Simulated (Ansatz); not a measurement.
Geometry optimisation, RKS PBE0-D4/def2-SVP in Ansatz 0.2.0.

input.yaml

```yaml
crystal:
  periodic: [false, false, false]
  atoms:
    - { symbol: Si, position_ang: [-0.4314, -0.1088, 0.8348] }
    - { symbol: "N", position_ang: [1.0919, 0.0479, -0.6301] }
    - { symbol: "N", position_ang: [-1.2928, 0.1361, -0.5409] }
    - { symbol: H, position_ang: [-0.1174, 0.1961, -1.1948] }
    - { symbol: F, position_ang: [-0.1034, 0.9254, 2.0066] }
    - { symbol: F, position_ang: [-0.1781, -1.4563, 1.6502] }
    - { symbol: H, position_ang: [1.7038, 0.8448, -0.5861] }
    - { symbol: H, position_ang: [1.6134, -0.7843, -0.8507] }
    - { symbol: H, position_ang: [-2.2861, 0.199, -0.689] }
basis:
  gaussian: { orbitals: def2-SVP }
hamiltonian:
  xc: pbe0
  dispersion: d4
relax:
  f_tol: 0.15
  max_steps: 25
  restrain:
    - { distance: [3, 1], at: 1.02, k: 30.0 }
    - { distance: [0, 1], at: 3.12, k: 30.0 }
    - { distance: [3, 2], at: 2.32, k: 30.0 }
```

Launched with:

```bash
$ ansatz run input.yaml --threads 2 --pin off --max-ram 3072MiB --backend cpu --events-out ev --progress --plain --runs-dir out
```

Problem. Where does it end, and by what steps?

Solution. The forces met the threshold. The restraints hold the end off the free minimum. After 15 steps the energy has risen by 0.767 eV (the restraints' own energy left out); N2 moved furthest, 0.63 Å. Parted: Si1–N2. Joined: N2–H4.

```
step  energy less start (eV)  largest force component (eV/Å)  accepted
   0                  0.0000                           2.853       yes
   1                  0.7152                           4.608       yes
   2                  0.8068                           3.061       yes
   3                  1.0924                           1.887       yes
   4                  0.9777                           1.026       yes
   5                  0.9513                           0.692       yes
   6                  0.9395                           0.629       yes
   7                  0.8995                           0.570       yes
   8                  0.8969                           0.559       yes
   9                  0.8775                           0.477       yes
  10                  0.8744                           0.563       yes
  11                  0.8676                           0.500       yes
  12                  0.7941                           0.725       yes
  13                  0.7722                           0.545       yes
  14                  0.7750                           0.631        no
  15                  0.7670                           0.411       yes
```

```xyz
9
Properties=species:S:1:pos:R:3
Si -0.782 -0.146 1.023
N 1.397 0.043 -1.185
N -1.705 -0.158 -0.260
H 0.382 -0.031 -1.283
F -0.399 0.962 2.114
F 0.011 -1.455 1.475
H 1.640 0.906 -0.705
H 1.740 -0.753 -0.654
H -2.284 0.633 -0.526
```

Whether the end is a true minimum wasn't checked by a vibrational analysis.

Run time: 30 s on 2 threads of Intel(R) Xeon(R) Platinum 8375C CPU @ 2.90GHz (Ice Lake), with other jobs on the host, peak memory 0.21 GiB.
